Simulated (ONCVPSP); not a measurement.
What the settings do to the ONCV potential of Mo

Base potential:

- Element: Mo (Z = 42)
- Generator: ONCVPSP 4.0.1
- Type: optimised norm-conserving Vanderbilt (ONCV)
- Functional: PBEsol
- Relativity: scalar-relativistic
- Frozen core: [Kr]
- Valence charge: 6
- Reference configuration: 4d5 5s1
- Partial waves: 5s: rc 3.15 bohr, ncon 4, nbas 7, qcut 2.5 1/bohr, 2 projectors, debl 1.9 Ha; p scattering state at 0.04 Ha: rc 3.40 bohr, ncon 4, nbas 8, qcut 2.6 1/bohr, 1 projector; 4d: rc 2.35 bohr, ncon 5, nbas 10, qcut 6.5 1/bohr, 1 projector
- Local potential: polynomial inside 2.00 bohr (lpopt 5, dvloc0 1 Ha)
- Core correction: Teter function, fcfact 5.25, rcfact 1.4

In the p channel the program set the typed energies aside and used 0.050 Ha.

All-electron outer shells of the reference configuration (PBEsol, scalar-relativistic, ld1.x):

```
shell  level (eV)  outermost node (bohr)  outermost maximum (bohr)
   4p      -38.46                   0.52                      1.06
   5s       -4.12                   1.34                      2.93
   4d       -3.77                   0.53                      1.38
```

Cutoffs, loose and tight: the cutoffs (Ha) at which the residual kinetic energy of the hardest occupied pseudo-wave falls to 1 and 0.1 mHa per electron. They do not see the model core or the augmentation charge, which bear on the density cutoff. Test errors are all-electron minus pseudo excitation energies from the reference, over the configurations 4d5 5s0; 4d4 5s0; 4d3 5s0; 4d2 5s0. A dash means not determined; rows that change the core or the reference have their own tests. The largest error is taken over the tests solved by every variant that gives reliable tests at all: 4d3 5s0; 4d4 5s0; 4d5 5s0.

A true bound ghost makes a file unfit for plane-wave use even where its test errors are small: the radial tests pick states by their node count and pass the ghost by.

```tsv
change	outcome	cutoff, loose	cutoff, tight	bound ghosts	GHOST(+) flags above zero	largest test error (meV)
base	generated, projector energies reset by the program	15 Ha	18 Ha	none	s, p	-544
core correction Teter function fitted to the true core (icmod 2), fcfact 0.25	generated, projector energies reset by the program	15 Ha	18 Ha	none	s, p	-340
s: qcut 1.4	generated, projector energies reset by the program	15 Ha	18 Ha	none	s, p	-634
core correction Teter function, fcfact 5.25, rcfact 1.54	generated, projector energies reset by the program	15 Ha	18 Ha	none	s, p	-838
core correction Teter function, fcfact 5.7, rcfact 1.4	generated, projector energies reset by the program	15 Ha	18 Ha	none	s, p	-571
p: nbas 7	generated, projector energies reset by the program	15 Ha	18 Ha	none	s, p	-544
s: nproj 1	generated, projector energies reset by the program	15 Ha	18 Ha	s	p	4 of 4 tests not solved or not reliable
local potential polynomial inside 1.80 bohr (lpopt 4, dvloc0 2 Ha)	generated, projector energies reset by the program	15 Ha	18 Ha	none	s	-536
```
